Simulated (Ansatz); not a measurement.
biphenylene (C₁₂H₈), SMILES c1ccc2c(c1)-c1ccccc1-2. Atoms are numbered in the order given.

```xyz
20

C      0.0000    -0.6960     3.1272
C      0.0000     0.6960     3.1272
C      0.0000     1.4474     1.9193
C      0.0000     0.7145     0.7559
C      0.0000    -0.7145     0.7559
C      0.0000    -1.4474     1.9193
C      0.0000    -0.7145    -0.7559
C      0.0000    -1.4474    -1.9193
C      0.0000    -0.6960    -3.1272
C      0.0000     0.6960    -3.1272
C      0.0000     1.4474    -1.9193
C      0.0000     0.7145    -0.7559
H      0.0000    -1.2270     4.0823
H      0.0000     1.2270     4.0823
H      0.0000     2.5393     1.9394
H      0.0000    -2.5393     1.9394
H      0.0000    -2.5393    -1.9394
H      0.0000    -1.2270    -4.0823
H      0.0000     1.2270    -4.0823
H      0.0000     2.5393    -1.9394
```
Charge 0, spin multiplicity 1.

Geometry: B3LYP-D3(BJ)/def2-SVP.

Two levels are set side by side: PBE-D3(BJ)/def2-SVP (Ansatz, a quantum-chemistry and plane-wave program) and B3LYP-D3(BJ)/def2-SVP (Ansatz). Each level has its own optimised geometry; the coordinates shown are those of the second. Differences are taken from unrounded values.

```json
[
 {"quantity": "mean bond length (Å)", "B3LYP-D3(BJ)": "1.300", "PBE-D3(BJ)": "1.306", "PBE-D3(BJ) minus B3LYP-D3(BJ)": "0.006"},
 {"quantity": "bond C1–C2 (Å)", "B3LYP-D3(BJ)": "1.392", "PBE-D3(BJ)": "1.400", "PBE-D3(BJ) minus B3LYP-D3(BJ)": "0.008"},
 {"quantity": "bond C1–C6 (Å)", "B3LYP-D3(BJ)": "1.423", "PBE-D3(BJ)": "1.427", "PBE-D3(BJ) minus B3LYP-D3(BJ)": "0.004"},
 {"quantity": "bond C2–C3 (Å)", "B3LYP-D3(BJ)": "1.423", "PBE-D3(BJ)": "1.427", "PBE-D3(BJ) minus B3LYP-D3(BJ)": "0.004"},
 {"quantity": "bond C3–C4 (Å)", "B3LYP-D3(BJ)": "1.375", "PBE-D3(BJ)": "1.383", "PBE-D3(BJ) minus B3LYP-D3(BJ)": "0.008"},
 {"quantity": "bond C4–C5 (Å)", "B3LYP-D3(BJ)": "1.429", "PBE-D3(BJ)": "1.434", "PBE-D3(BJ) minus B3LYP-D3(BJ)": "0.005"},
 {"quantity": "bond C4–C12 (Å)", "B3LYP-D3(BJ)": "1.512", "PBE-D3(BJ)": "1.510", "PBE-D3(BJ) minus B3LYP-D3(BJ)": "-0.002"},
 {"quantity": "bond C5–C6 (Å)", "B3LYP-D3(BJ)": "1.375", "PBE-D3(BJ)": "1.383", "PBE-D3(BJ) minus B3LYP-D3(BJ)": "0.008"},
 {"quantity": "bond C5–C7 (Å)", "B3LYP-D3(BJ)": "1.512", "PBE-D3(BJ)": "1.510", "PBE-D3(BJ) minus B3LYP-D3(BJ)": "-0.002"},
 {"quantity": "bond C7–C8 (Å)", "B3LYP-D3(BJ)": "1.375", "PBE-D3(BJ)": "1.383", "PBE-D3(BJ) minus B3LYP-D3(BJ)": "0.008"},
 {"quantity": "bond C7–C12 (Å)", "B3LYP-D3(BJ)": "1.429", "PBE-D3(BJ)": "1.434", "PBE-D3(BJ) minus B3LYP-D3(BJ)": "0.005"},
 {"quantity": "bond C8–C9 (Å)", "B3LYP-D3(BJ)": "1.423", "PBE-D3(BJ)": "1.427", "PBE-D3(BJ) minus B3LYP-D3(BJ)": "0.004"},
 {"quantity": "bond C9–C10 (Å)", "B3LYP-D3(BJ)": "1.392", "PBE-D3(BJ)": "1.400", "PBE-D3(BJ) minus B3LYP-D3(BJ)": "0.008"},
 {"quantity": "bond C10–C11 (Å)", "B3LYP-D3(BJ)": "1.423", "PBE-D3(BJ)": "1.427", "PBE-D3(BJ) minus B3LYP-D3(BJ)": "0.004"},
 {"quantity": "bond C11–C12 (Å)", "B3LYP-D3(BJ)": "1.375", "PBE-D3(BJ)": "1.383", "PBE-D3(BJ) minus B3LYP-D3(BJ)": "0.008"},
 {"quantity": "bond C1–H13 (Å)", "B3LYP-D3(BJ)": "1.093", "PBE-D3(BJ)": "1.101", "PBE-D3(BJ) minus B3LYP-D3(BJ)": "0.008"},
 {"quantity": "bond C2–H14 (Å)", "B3LYP-D3(BJ)": "1.093", "PBE-D3(BJ)": "1.101", "PBE-D3(BJ) minus B3LYP-D3(BJ)": "0.008"}
]
```

GGA bonds tend to be longer and softer than those of functionals with exact exchange. Differences between two approximate levels are no errors against the true value.
